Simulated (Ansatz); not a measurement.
Molecule: YCl2, net charge 1, singlet state. The spin state was set by rule; other spins were not relaxed. 
Coordinates optimised at B3LYP-D3(BJ)/def2-TZVP (Ansatz, an electronic-structure program):
```xyz
3

Y      0.4923    -0.2353    -0.2851
Cl    -0.6514     1.6962    -0.9997
Cl    -0.4779    -1.1564     1.6539
```
Charge +1, spin multiplicity 1.

Basis-set convergence of Hartree-Fock and MP2 correlation energies (hartree) with Ansatz. Valence correlation only, unless marked. Spin-orbit coupling is left out. Frozen are the shells of the preceding noble gas and the d and f shells that filled before the atom's block. Past Kr the def2 sets carry scalar-relativistic core potentials.

```csv
basis,functions,E(HF),"E(corr, MP2)"
def2-SVPD,88,-956.54265,-0.32784
def2-TZVPPD,158,-956.85373,-0.42208
def2-QZVPPD,239,-956.88150,-0.46224
```

Extrapolating the two largest sets (X = 3 and 4) as X^-3: E(corr) = (64·(-0.46224) - 27·(-0.42208))/37 = -0.4915 Eh, an estimate of the basis-set limit. The largest set recovers 94.0 % of it, the smallest 66.7 %.
